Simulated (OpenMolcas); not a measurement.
## Multiconfigurational calculation on Re6+

Re6+ with 6 ligands (fluoride) in octahedral coordination (Oh) at 1.81 Å. Ligand basis ANO-RCC-VDZP.

Input:

```
&GATEWAY
Coord
7

Re 0.0 0.0 0.0
F 1.810000 0.000000 0.000000
F 0.000000 1.810000 0.000000
F -1.810000 0.000000 0.000000
F 0.000000 -1.810000 0.000000
F 0.000000 0.000000 1.810000
F 0.000000 0.000000 -1.810000
Basis=Re.ANO-RCC-VTZP,F.ANO-RCC-VDZP
Group=XYZ
NoMove
AngMom=0.0 0.0 0.0
AMFI
RICD
&SEWARD
&RASSCF
FileOrb=start.orb
Symmetry=1
Spin=2
nActEl=1 0 0
Inactive=30 34
Ras2=5 0
CIRoot=5 5 1
SDav=5
CIMx=300
Iter=150 100
PrWF=0.3
OrbListing=Nothing
MaxOrb=0
LevShft=1.0
>>> COPY $Project.JobIph JOB001
&RASSI
NrOfJobIphs=1 5
1 2 3 4 5
IphNames
JOB001
EJob
SpinOrbit
DIPRint=1.0
SOCoupling=1000.0
Subsets=2
Property=9
'ANGMOM' 1 'ANGMOM' 2 'ANGMOM' 3 'MLTPL  1' 1 'MLTPL  1' 2 'MLTPL  1' 3
'AMFI' 1 'AMFI' 2 'AMFI' 3
SOProperty=3
'ANGMOM' 1 'ANGMOM' 2 'ANGMOM' 3
```

Launched by
```bash
OMP_NUM_THREADS=1 MOLCAS_MEM=2457 MOLCAS_PROJECT=a pymolcas a.inp > a.log  # once for each step of the input, in one work folder
```

A driver script runs the steps one by one and writes start.orb anew before each from the orbitals found so far.

Output, cut to the results:

```
--- SEWARD ---
Basis set label: RE.ANO-RCC...8S7P5D3F2G1H.

      Electronic valence basis set:
      ------------------
      Associated Effective Charge  75.000000 au
      Associated Actual Charge     75.000000 au
      Nuclear Model: Point charge

      Shell  nPrim  nBasis  Cartesian Spherical Contaminant
         s      24       8        X
         p      21       7        X
         d      15       5                 X
         f      11       3                 X
         g       4       2                 X
         h       2       1                 X
                  Relativistic Douglas-Kroll-Hess integrals:
                    - DKH order of Hamiltonian: 2
                    - DKH order of Properties : 0
                  Atomic mean-field integrals
--- RASSCF ---
Wave function specifications:
      -----------------------------

      Number of closed shell electrons         128
      Number of electrons in active shells       1
      Max number of holes in RAS1 space          0
      Max nr of electrons in RAS3 space          0
      Number of inactive orbitals               64
      Number of active orbitals                  5
      Number of secondary orbitals             119
      Spin quantum number                      0.5
      State symmetry                             1
Orbital specifications:
      -----------------------

      Symmetry species                           1   2
                                                ag  au
      Frozen orbitals                            0   0
      Inactive orbitals                         30  34
      Active orbitals                            5   0
      RAS1 orbitals                              0   0
      RAS2 orbitals                              5   0
      RAS3 orbitals                              0   0
      Secondary orbitals                        58  61
      Deleted orbitals                           0   0
      Number of basis functions                 93  95
      Number of CSFs                             5
      Number of root(s) required                 5
      Iter CI   SX   CI       RASSCF       Energy    max ROT     max BLB   max BLB  Level Ln srch  Step   QN
          iter iter root      energy       change     param      element    value   shift minimum  type update
 Nr of preliminary CI iterations:   1
      Total energies have been shifted. Add               -17000.00 au
        1   1   14    0  -271.63082376    0.00E+00  -1.29E-01*  30  33 1  5.35E-01*  1.15   0.00    SX    NO
        2   1   15    0  -273.23199640   -1.60E+00*  1.29E-01*  30  33 1  4.10E-01*  0.78   0.00    SX    NO
        3   1   15    0  -273.78457839   -5.53E-01* -6.70E-02   30  33 1  1.85E-01*  0.58   0.00    SX    NO
        4   1   15    0  -273.90142925   -1.17E-01* -1.98E-02   18  64 2  6.71E-02*  0.67   0.00    SX    NO
        5   1   14    0  -273.92289039   -2.15E-02* -2.12E-02   13  38 2  4.45E-02*  0.66   1.26    QN   YES
        6   1   13    0  -273.93094663   -8.06E-03* -3.55E-03   13  48 2  8.96E-03*  0.67   1.01    QN   YES
        7   1   12    0  -273.93139314   -4.47E-04* -2.42E-03   30  33 1 -6.07E-03*  0.67   1.69    LS   YES
        8   1   12    0  -273.93148332   -9.02E-05* -2.40E-03   30  33 1 -5.32E-03*  0.67   1.02    QN   YES
        9   1   11    0  -273.93157560   -9.23E-05* -1.72E-03   30  33 1 -1.89E-03*  0.67   1.47    QN   YES
       10   1   10    0  -273.93160624   -3.06E-05*  4.78E-04   11  36 2 -7.91E-04*  0.67   1.22    QN   YES
       11   1    9    0  -273.93160994   -3.70E-06*  2.02E-04    9  68 2  2.72E-04*  0.67   1.29    QN   YES
       12   1    8    0  -273.93161038   -4.42E-07*  6.92E-05   22  63 2  4.39E-05   0.67   1.16    QN   YES
       13   1    7    0  -273.93161041   -2.99E-08* -2.52E-05   11  36 2  1.92E-05   0.67   1.27    QN   YES
       14   1    6    0  -273.93161042   -3.49E-09   5.62E-06   18  60 1  6.72E-06   0.67   1.22    QN   YES
      Convergence after 14 iterations
       15   1    6    0  -273.93161042   -3.64E-10   5.62E-06   18  60 1  3.31E-06   0.67   1.22    QN   YES
      Natural orbitals and occupation numbers for root  1
      sym 1:   0.000000   1.000000  -0.000000   0.000000  -0.000000
      Natural orbitals and occupation numbers for root  2
      sym 1:   0.000000   1.000000   0.000000   0.000000   0.000000
      Natural orbitals and occupation numbers for root  3
      sym 1:   1.000000   0.000000  -0.000000   0.000000   0.000000
...
--- RASSI ---
SPIN-FREE ENERGIES:
  (Shifted by EMIN (a.u.) =     -17274.0236035453)

 SF State       Relative EMIN(au)   Rel lowest level(eV)    D:o, cm**(-1)

     1             0.0000000000        0.0000000000              0.0000
     2             0.0000000000        0.0000000000              0.0000
     3             0.0000000000        0.0000000000              0.0000
     4             0.2299828234        6.2581514368          50475.3954
     5             0.2299828239        6.2581514501          50475.3955
     Dipole printing threshold changed to   1.00000000E+00
Eigenvalues of complex Hamiltonian:
   -----------------------------------
  (Shifted by EMIN (a.u.) =     -17274.0236035453)

 SO State       Relative EMIN(au)   Rel lowest level(eV)    D:o, cm**(-1)

     1            -0.0089814879        0.0000000015              0.0000
     2            -0.0089814879        0.0000000015              0.0000
     3            -0.0089814880        0.0000000000              0.0000
     4            -0.0089814880        0.0000000000              0.0000
     5             0.0149131451        0.6502060905           5244.2658
     6             0.0149131451        0.6502060905           5244.2658
     7             0.2315077388        6.5440452359          52781.2844
     8             0.2315077388        6.5440452359          52781.2844
     9             0.2315077392        6.5440452481          52781.2845
    10             0.2315077392        6.5440452481          52781.2845
Weights of the five most important spin-orbit-free states for each spin-orbit state.

 SO State  Total energy (au)           Spin-free states, spin, and weights
 -------------------------------------------------------------------------------------------------------
    1        -0.008981       3 0.5  0.6312    2 0.5  0.3027    1 0.5  0.0597    5 0.5  0.0063    4 0.5  0.0000
    2        -0.008981       3 0.5  0.6305    2 0.5  0.3044    1 0.5  0.0587    5 0.5  0.0063    4 0.5  0.0000
...
```

Spin-orbit levels above the lowest (labels of O, the rotations of Oh):

```tsv
E (cm-1)	Degeneracy	Label	2S+1	g
0.0	4	Γ8	2	
5244	2		2	1.81 1.81 1.81
52781	4	Γ8	2
```

An orbital triplet at a regular site is open to Jahn-Teller coupling, which can distort the site and quench the lowest spin-orbit gaps and is left out. The least metal-like active orbital is 67 % on the metal (Löwdin) and no ligand orbital is active, so the numbers are rough. With metal d orbitals alone the field can be off either way by tens of per cent. Ligand-to-metal charge-transfer states are missing. The distance lies 3 % under the 1.86 Å that this model takes as the normal distance (a Shannon-type radius plus a fixed donor radius); by an R⁻⁵ law this alone changes a d-shell field by about +15 %. No measured value stands beside these numbers; the geometry was imposed, not optimised, and the real ion may take another.

The RASSCF and RASSI steps took 20 s on 1 thread of Intel(R) Xeon(R) Platinum 8488C (Sapphire Rapids) (shared host); the integral step is not counted.
